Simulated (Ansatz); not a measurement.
## KBr: shapes and states compared

Computed with Ansatz's Gaussian-basis code (development build). Basis cc-pwCVTZ-X2C on K, cc-pwCVTZ-PP on Br, scalar-relativistic core potentials (10 electrons on Br) and scalar X2C, no spin–orbit coupling, 9 orbitals frozen in the corrections; active space CAS(8,8), shells under the valence barred from it. Restricted Hartree–Fock, then the lowest state-specific CASSCF solution met for each case. On stretched bonds single-reference methods can fail or change state. Solutions in different active orbitals can move differences by tenths of an eV and at times more than 1 eV.

Case A, singlet: bond length 2.8210 Å.

Case B, triplet: the shape of A.

Energy less that of case A, in eV:

```json
{"case": "B", "RHF/ROHF": "+3.676", "CASSCF": "+4.156"}
```

Give the SC-NEVPT2 energies against case A.

B: +4.201 eV (96.9 kcal/mol).

Which case is lowest, and do the methods agree?

A is lowest in SC-NEVPT2. Of the methods shown, RHF/ROHF, CASSCF agree.
